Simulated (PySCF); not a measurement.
# Computed records: BFHO

All values are calculated (PySCF 2.14.0). Calculation on a computer-drawn molecule: vertical ionisation energy to the stated ion spin, frozen-core CCSD(T) at the basis limit and cheaper methods, single-reference cases, UHF for radicals, no spin-orbit; all values are single points at the evaluated structure, the first of each entry, which is the reference or a displaced copy of it and isn't optimised; the reference structure only sets the zero of the energies above reference; triples share is (T) over the correlation energy.

```yaml
- formula: BFHO
  evaluated_structure:
    atoms_angstrom:
      - [O, -2.9685, 0.9408, -0.6114]
      - [B, -2.7576, 0.5717, 0.5807]
      - [F, -2.5632, 0.198, 1.6982]
      - [H, -2.477, 1.3109, -1.4696]
  reference_structure:
    atoms_angstrom:
      - [O, -2.9963, 0.9619, -0.5881]
      - [B, -2.7413, 0.5668, 0.5527]
      - [F, -2.5755, 0.1635, 1.7067]
      - [H, -2.5032, 1.2542, -1.357]
  given:
    charge: 1
    multiplicity: 1
    ion_multiplicity: 2
    diffuse_functions: "no"
    basis: cc-pVnZ
    reference_is: "the Hartree-Fock double-zeta minimum"
    best_is: "HF at quadruple zeta + MP2 correlation extrapolated from triple and quadruple zeta + CCSD(T) minus MP2 at triple zeta"
    basis_step_is: "the size of the change from the same recipe one zeta lower"
    drawn_bonds_atom: [1, 2, 1]
    drawn_bonds_other_atom: [2, 3, 4]
    drawn_bonds_order: [1, 1, 1]
  results:
    "energy_above_reference_best [kcal/mol]": null
    "total_energy_HF_triple_zeta [hartree]": null
    triples_share_at_triple_zeta: null
```

## Withheld values
1. Give the missing energy above reference best for BFHO.
2. What total energy HF triple zeta does the calculation give for BFHO?
3. Give the missing triples share at triple zeta for BFHO.

## Answers
1. 5.979 kcal/mol
2. -199.4232 hartree
3. 0.03316

Further results for BFHO:

- ionisation energy best: 22.58 eV
- ionisation energy basis step: 0.03427 eV
- energy above reference basis step: 0.002892 kcal/mol
- ionisation energy Koopmans at triple zeta: 23.65 eV
- ionisation energy EOM CCSD at triple zeta: 22.42 eV
- total energy CCSD(T) triple zeta: -200.0016 hartree
- total energy best: -200.0981 hartree
- T1 diagnostic at triple zeta: 0.01424
- D1 diagnostic at triple zeta: 0.03768
- ion T1 diagnostic at triple zeta: 0.0233
- ion D1 diagnostic at triple zeta: 0.1047
- ion spin squared at triple zeta: 0.7573
- basis functions triple zeta: 104

Triple zeta:
| method | ionisation energy (eV) | energy above reference (kcal/mol) |
| --- | --- | --- |
| HF | 20.9 | 7.275 |
| PBE | 22.27 | 5.05 |
| r2SCAN | 22.25 | 5.747 |
| B3LYP | 22.45 | 5.523 |
| wB97X | 22.42 | 5.994 |
| MP2 | 22.65 | 5.824 |
| CCSD | 22.35 | 6.149 |
| CCSD(T) | 22.42 | 5.971 |
